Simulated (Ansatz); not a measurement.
A nudged elastic band was laid between two geometries of Cl3FH2HfO (8 atoms, charge 0, multiplicity 1).

Method: Ansatz, RKS B3LYP/def2-SVP.

```yaml
movable_images: 7
climbing_image: yes
spring: 5.0 eV/Å²
optimiser: quadratic models (default)
start_path: through a guess of the saddle point
force_threshold: 0.03 eV/Å
iteration_limit: 60
end_points: relaxed
```

Initial state:

```xyz
8
Properties=species:S:1:pos:R:3
Hf 0.085 -0.047 0.098
Cl -0.057 0.472 2.431
Cl 2.164 0.416 -0.923
F -0.939 1.430 -0.525
Cl -1.209 -1.762 -0.955
O 1.037 -1.977 1.057
H 0.776 -2.857 0.744
H 1.172 -2.017 2.017
```

Final state:

```xyz
8
Properties=species:S:1:pos:R:3
Hf 0.120 -0.509 -0.263
Cl 1.067 0.390 2.652
Cl 2.100 0.569 -0.993
F -1.294 0.657 0.280
Cl -0.749 -1.541 -2.194
O 0.424 -2.022 0.940
H 0.377 -2.982 0.994
H 0.984 -0.905 2.529
```

(1) Which bonds break or form, and what moves?

(2) What energy profile does the band end with?

(3) What is the geometry of the highest image?

(4) What are the harmonic wavenumbers there?

Answers

(1) Bonds broken: Hf1–Cl2, O6–H8. Bonds formed: Cl2–H8.

(2) The run converged. The highest image is number 7 of 0 to 8, 22.1 kcal/mol above the first end and 1.8 kcal/mol above the last; the last end lies 20.3 kcal/mol above the first. A vibrational analysis at the climbing image gives one clearly imaginary mode, 396i cm⁻¹: a first-order saddle point. The orbitals stay closed-shell, which can raise the energy where a bond breaks towards radicals; this wasn't checked here.

| image | path coordinate (Å) | energy (kcal/mol) | Hf1–Cl2 (Å) | O6–H8 (Å) | Cl2–H8 (Å) |
| --- | --- | --- | --- | --- | --- |
| 0 | 0.00 | 0.0 | 2.39 | 0.97 | 2.81 |
| 1 | 0.41 | 0.4 | 2.40 | 0.97 | 2.71 |
| 2 | 0.81 | 1.2 | 2.41 | 0.97 | 2.65 |
| 3 | 1.22 | 2.1 | 2.42 | 0.97 | 2.59 |
| 4 | 1.63 | 3.2 | 2.44 | 0.97 | 2.45 |
| 5 | 2.03 | 6.0 | 2.49 | 0.98 | 2.15 |
| 6 | 2.44 | 14.2 | 2.64 | 1.06 | 1.79 |
| 7 | 2.85 | 22.1 | 2.82 | 1.40 | 1.43 |
| 8 | 3.55 | 20.3 | 3.19 | 2.02 | 1.30 |

(3) 
```xyz
8
Properties=species:S:1:pos:R:3:forces:R:3
Hf 0.191 -0.369 -0.121 0.01 -0.01 0.00
Cl 0.976 0.245 2.514 0.00 0.00 0.00
Cl 2.105 0.643 -1.058 0.00 0.00 0.00
F -1.252 0.842 0.162 -0.01 0.01 0.00
Cl -0.672 -1.653 -1.903 0.00 0.00 0.00
O 0.483 -1.977 1.111 0.00 0.00 -0.01
H 0.373 -2.935 1.062 0.00 0.00 0.01
H 0.825 -1.139 2.177 0.00 0.00 0.00
```

(4) 396i, 52, 100, 108, 111, 138, 162, 206, 280, 370, 380, 499, 607, 668, 769, 866, 1555, 3866 cm⁻¹.

Time of the run: 5.6 min on 4 threads of Arm Neoverse V1, with other jobs on the host, peak memory 0.38 GiB.
